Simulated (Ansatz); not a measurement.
**Molecular dynamics of Si₁₆O**

input.yaml

```yaml
accuracy: low
crystal:
  lattice:
    - [0.0, 5.43, 5.43]
    - [5.43, 0.0, 5.43]
    - [5.43, 5.43, 0.0]
  atoms:
    - { symbol: Si, position: [-0.01619652, -0.00869412, -0.00873848] }
    - { symbol: Si, position: [0.09467119, 0.12286407, 0.12271143] }
    - { symbol: Si, position: [0.01437431, 0.0005664, 0.48259345] }
    - { symbol: Si, position: [0.12646039, 0.12577843, 0.61652898] }
    - { symbol: Si, position: [0.01434424, 0.48273784, 0.00048084] }
    - { symbol: Si, position: [0.12645931, 0.61656945, 0.12576779] }
    - { symbol: Si, position: [0.0014338, 0.49985946, 0.49985863] }
    - { symbol: Si, position: [0.13117577, 0.62178429, 0.62173245] }
    - { symbol: Si, position: [0.45349, 0.02568207, 0.02567135] }
    - { symbol: Si, position: [0.60934248, 0.13216592, 0.13222656] }
    - { symbol: Si, position: [0.49936932, -0.00902497, 0.50593365] }
    - { symbol: Si, position: [0.64116428, 0.07198659, 0.6527704] }
    - { symbol: Si, position: [0.49938157, 0.50587337, -0.00890449] }
    - { symbol: Si, position: [0.6412645, 0.65284766, 0.07189] }
    - { symbol: Si, position: [0.51422664, 0.48478453, 0.48491217] }
    - { symbol: Si, position: [0.62648623, 0.61505206, 0.61519936] }
    - { symbol: O, position: [0.77102889, 0.81168316, 0.81119902] }
magnetization:
  spin_polarized: true
basis:
  ecutwfc: 420.0
kpoints:
  mp_grid: { grid: [2, 2, 2] }
hamiltonian:
  xc: lda
  pseudopotentials: { kind: paw, azcp: { folder: soft_1 } }
scf:
  occupations: { method: fermi_dirac, width: 0.05 }
  lower_state_search: "off"
md:
  timestep: 1
  n_steps: 180
  ensemble: nvt_langevin
  temperature: 600.0
  initial_velocities: maxwell_boltzmann
  seed: 833465
  friction: 0.01
```

Launched with:

```bash
$ ansatz run input.yaml --threads 1 --pin off --max-ram 3072MiB --backend cpu --events-out ev --progress --plain --runs-dir out
```

It starts from a relaxed structure.

Output, in part (step lines):

```
md step     0: t =     0.00 fs  T =   564.7 K  F+E_penalty+E_count = -10290.24554836 eV  E_kin = 1.240896 eV  (13 SCF iters)
md step     1: t =     1.00 fs  T =   589.8 K  F+E_penalty+E_count = -10290.24087285 eV  E_kin = 1.296097 eV  (6 SCF iters)
md step     2: t =     2.00 fs  T =   591.9 K  F+E_penalty+E_count = -10290.22620301 eV  E_kin = 1.300676 eV  (6 SCF iters)
md step     3: t =     3.00 fs  T =   589.1 K  F+E_penalty+E_count = -10290.20199583 eV  E_kin = 1.294462 eV  (6 SCF iters)
md step     4: t =     4.00 fs  T =   559.4 K  F+E_penalty+E_count = -10290.16977109 eV  E_kin = 1.229322 eV  (6 SCF iters)
md step     5: t =     5.00 fs  T =   543.9 K  F+E_penalty+E_count = -10290.13070998 eV  E_kin = 1.195211 eV  (6 SCF iters)
md step     6: t =     6.00 fs  T =   517.8 K  F+E_penalty+E_count = -10290.08552918 eV  E_kin = 1.137777 eV  (6 SCF iters)
md step     7: t =     7.00 fs  T =   483.5 K  F+E_penalty+E_count = -10290.03555505 eV  E_kin = 1.062414 eV  (6 SCF iters)
[... lines left out ...]
md step   180: t =   180.00 fs  T =   763.7 K  F+E_penalty+E_count = -10291.09619369 eV  E_kin = 1.678212 eV  (6 SCF iters)
```

The steps, from the saved trajectory:

```tsv
time (fs)	T (K)	potential energy less start (eV)
0	565	0.000
6	518	0.160
12	379	0.479
18	348	0.670
24	352	0.698
30	392	0.655
36	389	0.694
42	412	0.777
48	394	0.859
54	499	0.858
60	469	0.887
66	504	0.848
72	542	0.795
78	608	0.742
84	606	0.689
90	658	0.547
96	744	0.240
102	816	-0.230
108	988	-0.669
114	1135	-0.840
120	1061	-0.912
126	787	-0.630
132	668	-0.411
138	714	-0.508
144	630	-0.406
150	597	-0.273
156	563	-0.360
162	664	-0.558
168	813	-0.771
174	949	-0.908
180	764	-0.851
```

All steps were run. The mean temperature of the second half is 31 % above the set value. A run of 0.18 ps of so small a system gives no equilibrium averages. Limits of this set-up: coarse k mesh, PAW files made for another functional, a small cell, in which the defect meets its images, a typed lattice constant that wasn't relaxed here, low accuracy level.

Mean squared displacements from the first frame to the last, about the centre of mass: Si 0.12 Å², O 2.31 Å².

Last frame:

```xyz
17
Lattice="0.0000 5.4300 5.4300 5.4300 0.0000 5.4300 5.4300 5.4300 0.0000" Properties=species:S:1:pos:R:3
Si 0.168 0.057 0.017
Si 1.515 1.327 1.503
Si 2.618 2.855 0.084
Si 4.143 4.140 1.398
Si 3.018 -0.085 2.528
Si 4.065 1.375 4.065
Si 5.388 2.656 2.644
Si 6.983 4.027 3.759
Si 0.089 2.864 2.487
Si 1.419 4.092 4.106
Si 2.793 5.373 2.782
Si 3.874 6.733 4.145
Si 3.031 2.817 5.428
Si 4.468 4.369 6.500
Si 5.782 5.662 5.125
Si 6.999 6.855 6.685
O 9.600 7.335 8.002
```

Run time: 16 min on 1 thread of Intel(R) Xeon(R) Platinum 8488C (Sapphire Rapids), on a shared host, peak memory 0.62 GiB.
